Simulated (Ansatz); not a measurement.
CH3FTe (`FC[TeH]`). Charge 0, multiplicity 1. Te takes the def2 core potential.

Z-matrix (Å, degrees):
```
C
Te 1 2.145
F 1 1.369 2 113.1
H 1 1.089 2 108.4 3 121.2
H 1 1.091 2 106.4 3 -119.8
H 2 1.657 1 93.1 3 -81.4
```

(1) What are the harmonic wavenumbers in cm⁻¹ at PBE0-D4/def2-TZVP (Ansatz, finite differences of forces, unscaled)? (Estimate.)

(2) Is this a minimum?

(3) Give the ideal-gas thermochemistry at 298.15 K and 1 bar (rigid rotor, harmonic oscillator; point group C1, symmetry number 1).

(4) And at 400, 500, 600, 800 and 1000 K?

(5) Rotational constants (cm⁻¹)?

## Answers

(1) The calculation gave: 194, 266, 542, 611, 870, 1070, 1252, 1289, 1464, 2157, 3086, 3161.

(2) Yes, all 12 modes are real.

(3) Zero-point energy 95.5 kJ/mol; H(298) − E = 109.3 kJ/mol; entropy 297.0 J/(mol·K), of which translation 172.3, rotation 103.4, vibration 21.4; G(298) − E = 20.8 kJ/mol.

(4) 
```json
{"T (K)": "400", "H − E (kJ/mol)": "116.2", "S (J/mol/K)": "316.8", "G − E (kJ/mol)": "-10.5"}
{"T (K)": "500", "H − E (kJ/mol)": "123.9", "S (J/mol/K)": "333.9", "G − E (kJ/mol)": "-43.1"}
{"T (K)": "600", "H − E (kJ/mol)": "132.3", "S (J/mol/K)": "349.3", "G − E (kJ/mol)": "-77.2"}
{"T (K)": "800", "H − E (kJ/mol)": "151.0", "S (J/mol/K)": "376.0", "G − E (kJ/mol)": "-149.8"}
{"T (K)": "1000", "H − E (kJ/mol)": "171.4", "S (J/mol/K)": "398.8", "G − E (kJ/mol)": "-227.4"}
```

(5) 1.094, 0.09184, 0.08852.
